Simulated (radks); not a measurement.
Results of a calculation; reference values are marked as such.
Effect of the nuclear size on the iodine ion I2+, [Kr] 4d10 5s2 5p3. Code: a radial shooting solver on a logarithmic mesh with Libxc functionals. Model: Dirac Kohn-Sham, BLYP, spin-unpolarised, spherical densities, finite nucleus; open shells fill j = l - 1/2 first; Fermi nuclear charge, rms radius 4.75 fm. The rms radius is varied about that value; shifts are against it.

| rms radius (fm) | total energy shift (eV) | density at nucleus (e/bohr^3) | 1s1/2 shift (meV) | 2s1/2 shift (meV) | 4p1/2 shift (meV) | 5s1/2 shift (meV) | 5p1/2 shift (meV) | 5p3/2 shift (meV) | 6s1/2 (empty) shift (meV) |
|---|---|---|---|---|---|---|---|---|---|
| 3.8333 | -2.08 | 2.586e+05 | -869 | -102 | 0.343 | -0.555 | 0.086 | 0.093 | -0.111 |
| 4.465 | -0.686 | 2.518e+05 | -287 | -33.6 | 0.113 | -0.183 | 0.028 | 0.031 | -0.036 |
| 4.75 | 0 | 2.491e+05 | 0.000 | 0.000 | 0.000 | 0.000 | 0.000 | 0.000 | 0.000 |
| 5.0207 | 0.684 | 2.468e+05 | 286 | 33.5 | -0.113 | 0.182 | -0.028 | -0.031 | 0.036 |
| 5.6525 | 2.40 | 2.417e+05 | 1000 | 118 | -0.395 | 0.641 | -0.099 | -0.108 | 0.128 |

Slopes of the eigenvalues against <r^2> in GHz/fm^2, as finite differences over the two radii next to the reference (eigenvalue slopes, not the field-shift constants of lines): 1s1/2 26300, 2s1/2 3080, 4p1/2 -10.3, 5s1/2 16.8, 5p1/2 -2.59, 5p3/2 -2.82, 6s1/2 (empty) 3.34.
